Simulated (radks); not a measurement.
The numbers below are computed, except where a source is named.
Problem. Radial electron density D(r) = 4 pi r^2 rho(r) of an atom or ion with 23 electrons. Code: a radial shooting solver on a logarithmic mesh with Libxc functionals. Model: Dirac Kohn-Sham, exchange-only PBE, spin-unpolarised, spherical densities, finite nucleus; Fermi nuclear charge, rms radius of each element as measured or else 0.836 A^(1/3) + 0.57 fm.

```
   r/bohr * D(r) (the largest magnitude, 66.5, reaches the edge; | marks zero)
 0.001831 | *
 0.002272 |  *
 0.002842 |    *
 0.003556 |      *
 0.004449 |        *
 0.005521 |            *
 0.006908 |                 *
 0.008642 |                      *
  0.01081 |                             *
  0.01353 |                                   *
  0.01679 |                                        *
    0.021 |                                            *
  0.02628 |                                            *
  0.03287 |                                          *
   0.0408 |                                       *
  0.05104 |                                      *
  0.06386 |                                          *
  0.07989 |                                                 *
  0.09995 |                                                      *
    0.124 |                                                   *
   0.1552 |                                        *
   0.1942 |                              *
   0.2429 |                            *
   0.3015 |                                *
   0.3771 |                              *
   0.4718 |                   *
   0.5903 |       *
   0.7385 | *
   0.9166 *
    1.147 *
```

What is the nuclear charge?

Solution. Z = 43. The innermost maximum, from 1s, lies near gamma/Z bohr with gamma = sqrt(1 - (Z/c)^2) = 0.949, here 0.0221 bohr (found: 0.0243), and its height grows with Z. The density is that of the technetium ion Tc20+ in [Ar] 3d5; the configuration itself is not fixed sharply by these data, and Z only to a few units. D(r) has 3 maxima, at r = 0.0243, 0.104, 0.324 bohr, and minima at 0.0483, 0.224 bohr, inside which lie 2.05, 11.07 electrons.
